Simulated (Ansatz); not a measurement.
Compare A (`O=C1CBC1`) with its isomer B (`BC1=CCO1`).

Calculated with Ansatz (gas phase, PBE0-D4/def2-TZVP geometries, no zero-point term in ΔE). CCSD(T)/CBS is the MP2 limit (def2-TZVPP, def2-QZVPP) plus CCSD(T) − MP2 in def2-TZVPP, frozen cores. Functionals use def2-TZVPP. B3LYP here is the variant with VWN-RPA as its local correlation; programs differ in this.

Q: Which is lower in electronic energy at CCSD(T)/CBS, and by how much? (An estimate is asked.)

A: Ansatz gave: A, by 122.8 kJ/mol.

Q: Give E(B) − E(A) in kJ/mol with B3LYP-D4, HF/def2-TZVPP, CCSD(T)/def2-TZVPP, B2PLYP, MP2/def2-TZVPP, LDA (SPW92), r2SCAN-D4. (Best estimate.)

A: Computed: B3LYP-D4 120.9, HF/def2-TZVPP 133.3, CCSD(T)/def2-TZVPP 122.5, B2PLYP 122.9, MP2/def2-TZVPP 127.5, LDA (SPW92) 125.1, r2SCAN-D4 130.5. None reverses the order clearly.

Q: Does the order hold for the free energy at 298.15 K (harmonic terms from PBE0-D4)? (Best estimate.)

A: Ansatz gave: Yes: G(B) − G(A) = +124.1 kJ/mol.

Largest T1 diagnostic: 0.014.

From r2SCAN to r2SCAN0 (25 % exact exchange), in def2-TZVPP and without D4, E(B) − E(A) moves by +5.5 kJ/mol. In def2-TZVPP, CCSD(T) changes the Hartree–Fock value by −10.8 kJ/mol (the triples alone add −3.7 kJ/mol) and MP2 by −5.8 kJ/mol.
